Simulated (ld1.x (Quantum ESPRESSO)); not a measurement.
**aluminium (Al) RRKJ: all-electron and pseudo phase curves**

ld1.x (Quantum ESPRESSO) 7.5 input, shortened:

```
&input
   title='Al', zed=13., rel=0, dft='PBE', iswitch=3,
   config='[Ne] 3s2 3p1'
 /
 &inputp
   pseudotype=2, tm=.false., rho0=0.005, lloc=1,
   nlcc=.true., new_core_ps=.true.
 /
2
3S  1  0   2.00   0.00  1.90  1.90  0.0
3P  2  1   1.00   0.00  2.45  2.45  0.0
 &test
   configts(1)='3s2 3p1'
 /
```

The phase is arctan(r·u′/u) with u = r·R(r), unwrapped; energies in Ry, scanned from -3 to 5 Ry. A pole is an energy at which the radial function vanishes at the test radius. The pseudo phase is shifted by a multiple of π to meet the all-electron one at the reference energy, and phase errors are pseudo minus all-electron; the curves can meet again beyond the range given. Levels narrower than the energy grid can be missing from the lists of poles.

| channel | radius (bohr) | reference energy (Ry) | poles, all-electron | poles, pseudo | unbroken range about the reference energy with phases within 0.05 rad | phase error 1 Ry above the reference energy (rad) |
| --- | --- | --- | --- | --- | --- | --- |
| s | 2.66 | -0.57 | 0.65 | 0.66 | below 3.4 | +0.000 |
| p | 2.66 | -0.20 | 1.43 | 1.39 | below 3.0 | -0.004 |

Phases in the s channel:

| E (Ry) | all-electron | pseudo |
| --- | --- | --- |
| -3.00 | 1.305 | 1.305 |
| -2.52 | 1.265 | 1.264 |
| -2.04 | 1.199 | 1.199 |
| -1.56 | 1.069 | 1.069 |
| -1.08 | 0.699 | 0.699 |
| -0.60 | -0.577 | -0.577 |
| -0.12 | -1.297 | -1.297 |
| 0.36 | -1.503 | -1.503 |
| 0.84 | -1.605 | -1.605 |
| 1.32 | -1.679 | -1.678 |
| 1.80 | -1.750 | -1.749 |
| 2.28 | -1.842 | -1.838 |
| 2.76 | -1.997 | -1.987 |
| 3.24 | -2.373 | -2.338 |
| 3.72 | -3.405 | -3.325 |
| 4.20 | -4.160 | -4.131 |
| 4.68 | -4.411 | -4.400 |
